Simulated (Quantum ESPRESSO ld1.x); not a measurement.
Results of a calculation; reference values are marked as such.
Problem. These are the eigenvalues of the occupied orbitals of an atom or ion with whole-number occupations (eV). Level of theory: Dirac Kohn-Sham, PBE, spin-unpolarised, spherical densities, point nucleus (ld1.x of Quantum ESPRESSO 7.5).

orbital  eigenvalue
1s1/2      -46689.3
2s1/2      -7674.48
2p1/2      -7276.27
2p3/2      -6673.61
3s1/2      -1729.65
3p1/2      -1558.49
3p3/2      -1436.52
3d3/2      -1139.88
3d5/2      -1113.41
4s1/2      -390.016
4p1/2      -324.149
4p3/2      -296.827
4d3/2      -188.183
4d5/2      -183.208
5s1/2      -86.5270
5p1/2      -66.7629
5p3/2      -62.0633
4f5/2      -55.6967
6p1/2      -22.0728

Which element is it, and in what charge state? The configuration may be excited. Open shells, if any, fill j = l - 1/2 first.

Solution. Z = 62, samarium, charge +3: Sm3+ in [Xe] 4f3 6p2. The list shows which subshells hold electrons but not how many an open one holds; the 1s level, -1715.8 hartree, gives Z - s = 58.6 by -(Z - s)^2/2, which with screening and relativity narrows Z to a few neighbours, and the depths of the outer levels then fix element, charge and occupations together.
